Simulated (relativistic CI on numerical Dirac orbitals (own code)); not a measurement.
# Judd-Ofelt analysis for Yb⁴⁺

Method of calculation: Dirac-Coulomb-Breit CI, orbitals from a KLI potential per configuration, QED by a radiative potential, valence Slater integrals scaled by 0.8 (own radial code, finite nucleus).

Configuration 4f12 alone, in intermediate coupling. Take Ω₂ = 7.96, Ω₄ = 4.93, Ω₆ = 4.6 (10⁻²⁰ cm²) and refractive index n = 1.8 as given. A_ED = 64π⁴e²ν³ n(n² + 2)²/[27h(2J + 1)] Σ Ω_λ |U^λ|², in Gaussian units with ν in cm⁻¹, and A_MD is n³ times the free-ion magnetic-dipole rate; a dash marks a rate that is forbidden or under 2 % of the level's free-ion decay.

Emitting level 1D_2 at 31202 cm⁻¹ (radiative decay alone: multiphonon quenching in a host is left out, and the level can lie too high or too low):

```
  To  ν (cm⁻¹)  U² squared  U⁴ squared  U⁶ squared  Free-ion A(M1) (s⁻¹)
3H_6     31202      0.0000      0.3001      0.0956                     -
3F_4     25469      0.5413      0.0856      0.0261                     -
3H_5     21765      0.0000      0.0001      0.0270                     -
3H_4     17145      0.1293      0.0069      0.2242                     -
3F_3     14846      0.1570      0.0602      0.0000                  25.4
3F_2     14410      0.0640      0.2982      0.0000                  15.3
1G_4      8071      0.1967      0.1944      0.0043                     -
```

Q: Give the rates, branching ratios and the radiative lifetime.

A: The rates are:

| To | λ (nm) | A_ED (s⁻¹) | A_MD (s⁻¹) | β (%) |
| --- | --- | --- | --- | --- |
| 3H_6 | 320 | 46300 | 0 | 35.8 |
| 3F_4 | 393 | 63700 | 0 | 49.2 |
| 3H_5 | 459 | 1020 | 0 | 0.8 |
| 3H_4 | 583 | 8390 | 0 | 6.5 |
| 3F_3 | 674 | 4020 | 148 | 3.2 |
| 3F_2 | 694 | 4710 | 89.5 | 3.7 |
| 1G_4 | 1239 | 1060 | 0 | 0.8 |

τ_rad = 7.72e-06 s. Computed level positions enter as ν³, so measured ones would change the rates. For the strongest line (393 nm) and an assumed effective width Δλ = 4.6 nm (300 cm⁻¹), the Füchtbauer-Ladenburg formula σ = λ⁴A/(8πcn²Δλ) gives a peak emission cross-section of 13 × 10⁻²⁰ cm². The line to 3F_4 has a large U² element and is therefore hypersensitive to the surroundings through Ω₂.
